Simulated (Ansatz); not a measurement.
Consider the ligand exchange at the Si–C bond: `FC([SiH3])I` + `CB(N)O` → `CB(N)O[SiH3]` + `FCI`.

Gas-phase electronic energies from Ansatz, PBE0-D4/def2-TZVP geometries. CCSD(T)/CBS is the MP2 limit (def2-TZVPP, def2-QZVPP) plus CCSD(T) − MP2 in def2-TZVPP, frozen cores. This one scheme is used for every species. Functionals use def2-TZVPP. B3LYP here is the variant with VWN-RPA as its local correlation; programs differ in this. HSE06 is defined as in plane-wave codes. def2 core potentials past Kr. For I outer-core shells are correlated without core-valence functions, which leaves a few kJ/mol of doubt a bond. One conformer a species, not always the lowest.

Q: Is it downhill or uphill in electronic energy at CCSD(T)/CBS, and by how much? (An estimate is asked.)

A: The calculation gave: Downhill: ΔE = -102.8 kJ/mol.

Q: What do these levels give: HSE06-D4, r2SCAN, B3LYP, LC-ωPBE, RPA@PBE/def2-TZVPP, HF/CBS(def2)? (Estimate.)

A: The calculation gave: HSE06-D4 -97.1, r2SCAN -102.4, B3LYP -107.4, LC-ωPBE -101.3, RPA@PBE/def2-TZVPP -104.5, HF/CBS(def2) -131.1 kJ/mol.

Largest T1 diagnostic among the species: 0.011.

In def2-TZVPP, CCSD(T) changes the Hartree–Fock value by +24.2 kJ/mol (the triples alone add +3.7 kJ/mol) and MP2 by +23.2 kJ/mol. From BLYP to BHLYP (50 % exact exchange), in def2-TZVPP and without D4, ΔE moves by −14.7 kJ/mol. At CCSD(T), def2-SVP lies +4.7 kJ/mol from the extrapolated value and def2-TZVPP −2.4 kJ/mol.
